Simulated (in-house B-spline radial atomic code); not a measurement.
A calculation on Ge⁶⁺ (with a hole in an inner shell): its settings, and results tabulated from the run. Method: Dirac-Hartree-Fock, average of the jj configuration, Fermi nucleus of rms radius 4.0742 fm. Calculated with a B-spline radial code for spherical atoms.

In the input, a minus or plus after the letter marks the j = l - 1/2 or j = l + 1/2 subshell.

Command:
```bash
python run_scf.py task.json out
```
Settings (nuclear radius in fm, mass in u):
```
Z                32
configuration    1s2 2s2 2p-1 2p+4 3s1 3p6 3d10
hamiltonian      dirac
method           hf
spin_polarised   False
nucleus          fermi
rms_radius       4.0742
atomic_mass      73.92118
speed_of_light   137.035999084
```

Output (hartree, bohr):
```
 radial grid: 65 intervals, B-splines of order 8, outer radius 10.2985 bohr

 iter        energy (Eh)    residual
    1      -2000.7121626    1.26e+00
    2      -2024.5024153    1.07e+00
    3      -2034.4367996    2.73e-01
    4      -2035.2784251    5.94e-02
    5      -2035.3131458    3.66e-02
    6      -2035.3291498    1.71e-03
    7      -2035.3291788    3.77e-05
    8      -2035.3291788    4.78e-06
    9      -2035.3291788    6.56e-07
   10      -2035.3291788    2.80e-08

 total energy                    -2035.329179
 kinetic                           2077.97423
 electron-nucleus                 -4806.54867
 electron-electron                  693.24526

 first-order corrections (not in the total)
   Gaunt                            0.96237
   retardation                     -0.08874
   frequency dependence            -0.00390
   self-energy                      0.69894
   Uehling                         -0.06674
   Wichmann-Kroll                   0.00061
   recoil                           0.01142

 orbital      occ     eigenvalue          <r>       <r^2>       <1/r>       r_max    small
 1s1/2      2.000     -418.73905    0.0469295   0.0029631     32.4093     0.03073  1.34e-02
 2s1/2      2.000      -58.97487     0.207412   0.0507928      7.2396      0.1747  2.66e-03
 2p1/2      1.000      -53.70542     0.180331   0.0401405     7.15563      0.1381  2.62e-03
 2p3/2      4.000      -52.26143     0.182159   0.0405602     7.00112      0.1407  2.59e-03
 3s1/2      1.000      -11.61662     0.600847    0.414443     2.38081      0.5303  6.43e-04
 3p1/2      2.000       -9.33007     0.610119    0.435949     2.28652      0.5257  6.11e-04
 3p3/2      4.000       -9.21121     0.617134    0.444595     2.22057      0.5296  5.82e-04
 3d3/2      4.000       -5.66616     0.631465    0.486791     1.98825      0.4732  4.83e-04
 3d5/2      6.000       -5.68645     0.629711    0.484067       1.993      0.4716  4.87e-04
```

Cost of the run: 0.85 s on 1 thread of Arm Neoverse V2, on a shared host.

For the Dirac Hamiltonian the kinetic term is c α·p + (β - 1)c².
